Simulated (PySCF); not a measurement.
# From computed data to an observable: chemical shift, span and skew from a shielding tensor

Si(H)(F)(Br)(vinyl) (C2H4BrFSi), SMILES C=C[SiH](F)Br. Atoms are numbered in the order given.

```xyz
9

Si    -0.3607     0.2808     0.7425
F      0.8320     1.2132     1.3360
Br     0.5492    -1.3157    -0.5230
C     -1.4544     1.3594    -0.2888
C     -1.2257     2.6739    -0.4175
H     -1.0272    -0.3846     1.8844
H     -2.3044     0.9062    -0.8144
H     -0.3830     3.1601     0.0851
H     -1.8657     3.3171    -1.0313
```

Geometry optimised at B3LYP-D3(BJ)/def2-SVP. The structure was generated by enumeration, and PubChem lists no compound with its InChIKey, so it may never have been made. One conformer was computed; it need not be the lowest.

GIAO shieldings from PBE0/pcSseg-1 (PySCF), non-relativistic, no solvent. The symmetric part of the tensor of C4 has the principal values -71.1, 44.9, 160.3 ppm. The same nucleus in TMS has σ = 186.3 ppm at this level (PySCF, at its B3LYP-D3(BJ)/def2-TZVP geometry). Without spin–orbit terms, shifts of atoms bonded to Cl or Br come out too high.

### Question
Work out the isotropic shielding, the ¹³C shift against TMS, the span and the skew.

### Answer

σ(iso) = (σ11 + σ22 + σ33)/3 = 44.7 ppm. δ = σ(ref) − σ(iso) = 186.3 − (44.7) = 141.6 ppm.
Span Ω = σ33 − σ11 = 231.4 ppm. Skew κ = 3(σ(iso) − σ22)/Ω = 0.00. Tumbling in solution averages the tensor to δ; in a static solid the shielding alone would spread this spin-1/2 line over Ω.
